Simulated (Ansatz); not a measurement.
`[C-]#[N+]CCCCCCCCCCCC#N` with charge +1. Charge 1, multiplicity 2. Geometry PBE-D4/def2-SVP.

```xyz
37

C    -1.769    7.919   -0.161
N    -2.041    6.830    0.189
C    -2.412    5.525    0.627
C    -1.520    4.444   -0.002
C    -1.923    3.041    0.490
C    -1.049    1.950   -0.125
C    -1.401    0.538    0.398
C    -0.538   -0.552   -0.236
C     0.921   -0.593    0.198
C     1.792   -1.675   -0.440
C     1.443   -3.093    0.080
C     2.320   -4.160   -0.562
C     1.917   -5.592   -0.076
C     2.730   -6.611   -0.713
N     3.394   -7.432   -1.236
H    -3.479    5.369    0.360
H    -2.342    5.509    1.735
H    -0.460    4.649    0.256
H    -1.601    4.501   -1.108
H    -1.855    2.994    1.599
H    -2.991    2.860    0.236
H     0.028    2.136    0.102
H    -1.134    1.981   -1.234
H    -2.475    0.352    0.177
H    -1.301    0.503    1.504
H    -0.613   -0.517   -1.346
H    -1.006   -1.528    0.062
H     0.998   -0.626    1.307
H     1.388    0.384   -0.103
H     2.864   -1.486   -0.214
H     1.693   -1.639   -1.546
H     1.541   -3.131    1.187
H     0.366   -3.279   -0.143
H     3.388   -3.999   -0.308
H     2.241   -4.116   -1.667
H     2.039   -5.667    1.026
H     0.849   -5.788   -0.311
```

Single mean-field runs in def2-TZVP are fitted with def2-universal-jkfit.

Question: Estimate the α-spin orbital energies around the gap (eV) in Ansatz with PBE-D4/def2-TZVP, PBE0-D4/def2-TZVP.

Answer: 
```json
{"orbital": "HOMO−5", "PBE-D4/def2-TZVP": "-11.51", "PBE0-D4/def2-TZVP": "-12.98"}
{"orbital": "HOMO−4", "PBE-D4/def2-TZVP": "-11.45", "PBE0-D4/def2-TZVP": "-12.82"}
{"orbital": "HOMO−3", "PBE-D4/def2-TZVP": "-11.36", "PBE0-D4/def2-TZVP": "-12.77"}
{"orbital": "HOMO−2", "PBE-D4/def2-TZVP": "-11.17", "PBE0-D4/def2-TZVP": "-12.56"}
{"orbital": "HOMO−1", "PBE-D4/def2-TZVP": "-11.00", "PBE0-D4/def2-TZVP": "-12.33"}
{"orbital": "HOMO", "PBE-D4/def2-TZVP": "-10.93", "PBE0-D4/def2-TZVP": "-12.33"}
{"orbital": "LUMO", "PBE-D4/def2-TZVP": "-4.24", "PBE0-D4/def2-TZVP": "-2.99"}
{"orbital": "LUMO+1", "PBE-D4/def2-TZVP": "-4.18", "PBE0-D4/def2-TZVP": "-2.92"}
{"orbital": "LUMO+2", "PBE-D4/def2-TZVP": "-3.73", "PBE0-D4/def2-TZVP": "-2.63"}
{"orbital": "LUMO+3", "PBE-D4/def2-TZVP": "-3.46", "PBE0-D4/def2-TZVP": "-2.31"}
{"orbital": "LUMO+4", "PBE-D4/def2-TZVP": "-3.06", "PBE0-D4/def2-TZVP": "-2.30"}
{"orbital": "LUMO+5", "PBE-D4/def2-TZVP": "-2.90", "PBE0-D4/def2-TZVP": "-2.08"}
{"orbital": "β HOMO", "PBE-D4/def2-TZVP": "-10.76", "PBE0-D4/def2-TZVP": "-11.51"}
{"orbital": "β LUMO", "PBE-D4/def2-TZVP": "-10.68", "PBE0-D4/def2-TZVP": "-11.01"}
```
